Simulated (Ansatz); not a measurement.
Basis-set extrapolation for BFH7NSi2 (`B[SiH2][SiH](N)F`) (PBE0-D4/def2-TZVP geometry, frozen core, Ansatz). Multiplicity 1, RHF reference.

```tsv
	def2-TZVPP	def2-QZVPP
HF	-760.681003	-760.708131
MP2 correlation	-0.808444	-0.873814
CCSD(T) correlation	-0.893956	not run
```

Energies in hartree. Use E(X) = E(∞) + A·exp(−7.88·√X) for Hartree–Fock and E(X) = E(∞) + B·X^(−2.97) for correlation, with X = 3 and 4, and add CCSD(T) minus MP2 of the smaller set to the MP2 limit.

**Question.** What is the CCSD(T) energy at the basis-set limit?

**Answer.** HF limit: -760.708131 + (-0.027128) × 0.13774 = -760.71187. MP2 limit: -0.873814 + (-0.065370) × 0.74074 = -0.92224. Higher-order term: -0.893956 − (-0.808444) = -0.08551. Total: -761.71962 hartree, 379.8 kJ/mol below CCSD(T)/def2-TZVPP.
